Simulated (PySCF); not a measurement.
# Orbital picture of ScN

PBE0 at R = 1.638 Å; Sc def2-TZVPP, N def2-TZVPP; no relativity (PySCF 2.14). State: ³Π (triplet), unpaired electrons σ ↑, π ↑, a second solution, started from another occupation. Only the outer orbitals are listed, counted within each symmetry.

```json
{"spin": "α", "orbital": "6σ", "occ.": "1", "ε (eV)": "-35.77", "on Sc (%)": "92", "main shells (%)": "92 Sc p"}
{"spin": "α", "orbital": "2π", "occ.": "1", "ε (eV)": "-35.37", "on Sc (%)": "100", "main shells (%)": "100 Sc p"}
{"spin": "α", "orbital": "2π", "occ.": "1", "ε (eV)": "-35.10", "on Sc (%)": "100", "main shells (%)": "100 Sc p"}
{"spin": "α", "orbital": "7σ", "occ.": "1", "ε (eV)": "-18.89", "on Sc (%)": "16", "main shells (%)": "84 N s"}
{"spin": "α", "orbital": "3π", "occ.": "1", "ε (eV)": "-8.92", "on Sc (%)": "24", "main shells (%)": "75 N p, 20 Sc d"}
{"spin": "α", "orbital": "3π", "occ.": "1", "ε (eV)": "-7.61", "on Sc (%)": "30", "main shells (%)": "69 N p, 25 Sc d"}
{"spin": "α", "orbital": "8σ", "occ.": "1", "ε (eV)": "-7.05", "on Sc (%)": "32", "main shells (%)": "62 N p, 28 Sc d"}
{"spin": "α", "orbital": "9σ", "occ.": "1", "ε (eV)": "-4.57", "on Sc (%)": "100", "main shells (%)": "84 Sc s, 9 Sc p"}
{"spin": "α", "orbital": "4π", "occ.": "0", "ε (eV)": "-1.37", "on Sc (%)": "99", "main shells (%)": "74 Sc p, 25 Sc d"}
{"spin": "α", "orbital": "1δ", "occ.": "0", "ε (eV)": "-1.28", "on Sc (%)": "100", "main shells (%)": "97 Sc d"}
{"spin": "α", "orbital": "1δ", "occ.": "0", "ε (eV)": "-1.26", "on Sc (%)": "100", "main shells (%)": "100 Sc d"}
{"spin": "β", "orbital": "6σ", "occ.": "1", "ε (eV)": "-35.31", "on Sc (%)": "93", "main shells (%)": "93 Sc p"}
{"spin": "β", "orbital": "2π", "occ.": "1", "ε (eV)": "-35.02", "on Sc (%)": "100", "main shells (%)": "100 Sc p"}
{"spin": "β", "orbital": "2π", "occ.": "1", "ε (eV)": "-35.00", "on Sc (%)": "100", "main shells (%)": "100 Sc p"}
{"spin": "β", "orbital": "7σ", "occ.": "1", "ε (eV)": "-17.23", "on Sc (%)": "16", "main shells (%)": "84 N s"}
{"spin": "β", "orbital": "3π", "occ.": "1", "ε (eV)": "-7.13", "on Sc (%)": "32", "main shells (%)": "68 N p, 27 Sc d"}
{"spin": "β", "orbital": "8σ", "occ.": "1", "ε (eV)": "-6.54", "on Sc (%)": "34", "main shells (%)": "62 N p, 29 Sc d"}
{"spin": "β", "orbital": "3π", "occ.": "0", "ε (eV)": "-3.70", "on Sc (%)": "42", "main shells (%)": "58 N p, 36 Sc d"}
{"spin": "β", "orbital": "9σ", "occ.": "0", "ε (eV)": "-2.14", "on Sc (%)": "93", "main shells (%)": "72 Sc s, 12 Sc p, 9 Sc d"}
{"spin": "β", "orbital": "1δ", "occ.": "0", "ε (eV)": "-0.74", "on Sc (%)": "100", "main shells (%)": "100 Sc d"}
```

Problem. Which are the highest filled and the lowest empty level, where do they sit, and how wide is the gap?

Solution. Highest filled α 9σ at -4.57 eV (in %: 84 Sc s, 9 Sc p); lowest empty β 3π at -3.70 eV (in %: 58 N p, 36 Sc d); the gap at PBE0 is 0.87 eV.

The bond order (Mayer) is 2.36 and the ⟨S²⟩ is 2.003. The charge on Sc (Mulliken, basis-dependent) is 0.36 and the charge on Sc (Löwdin, basis-dependent) is -0.15. The dipole moment (positive dipole means Sc(−)N(+)) is -3.32 D.
